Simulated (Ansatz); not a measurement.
Relaxation of AlClH6O2Si2 (12 atoms, charge 0, multiplicity 1), to a largest force component of 0.02 eV/Å in at most 40 steps.

Theory: RKS BHLYP-D4/STO-3G in Ansatz.

```xyz
12
Properties=species:S:1:pos:R:3
Al 0.000 0.000 0.000
Cl 0.000 0.000 2.230
O 1.542 0.000 -0.890
Si 2.387 -1.376 -1.352
H 1.460 -2.351 -1.918
H 3.388 -1.020 -2.353
H 3.050 -1.955 -0.187
O -1.542 0.000 -0.890
Si -2.691 -1.224 -0.827
H -2.288 -2.220 0.162
H -3.983 -0.659 -0.450
H -2.801 -1.857 -2.138
```

Q: Where does it end, and by what steps?

A: The run converged. The force dipped under the threshold on the way, but the program's further checks kept it going. Limits of this set-up: minimal basis. After 37 steps the energy has fallen by 1.123 eV; H5 moved furthest, 1.70 Å.

| step | energy less start (eV) | largest force component (eV/Å) | accepted |
| --- | --- | --- | --- |
| 0 | 0.0000 | 3.017 | yes |
| 2 | -0.8592 | 0.621 | yes |
| 4 | -0.9089 | 0.501 | yes |
| 6 | -0.9600 | 0.670 | yes |
| 8 | -1.0203 | 0.105 | yes |
| 10 | -1.0295 | 0.313 | yes |
| 12 | -1.0404 | 0.101 | yes |
| 14 | -1.0439 | 0.153 | yes |
| 16 | -1.0605 | 0.182 | yes |
| 18 | -1.0392 | 0.557 | no |
| 20 | -1.0913 | 0.080 | yes |
| 22 | -1.0984 | 0.121 | yes |
| 24 | -1.1044 | 0.018 | yes |
| 26 | -1.1070 | 0.033 | yes |
| 28 | -1.1100 | 0.101 | yes |
| 30 | -1.1136 | 0.145 | yes |
| 32 | -1.1177 | 0.136 | yes |
| 34 | -1.1209 | 0.102 | yes |
| 36 | -1.1225 | 0.023 | yes |
| 37 | -1.1228 | 0.012 | yes |

```xyz
12
Properties=species:S:1:pos:R:3
Al 0.049 -0.332 0.072
Cl -0.679 0.859 1.601
O 1.658 -0.299 -0.261
Si 2.423 -1.192 -1.442
H 1.875 -0.921 -2.742
H 3.811 -0.833 -1.442
H 2.306 -2.601 -1.189
O -0.972 -1.288 -0.787
Si -2.621 -1.466 -0.631
H -2.969 -1.967 0.669
H -3.301 -0.218 -0.837
H -3.058 -2.403 -1.623
```

Whether the end is a true minimum wasn't checked by a vibrational analysis.

The run took 2.4 min on 1 thread of Intel(R) Xeon(R) Platinum 8375C CPU @ 2.90GHz (Ice Lake), with other jobs on the host, peak memory 0.18 GiB.
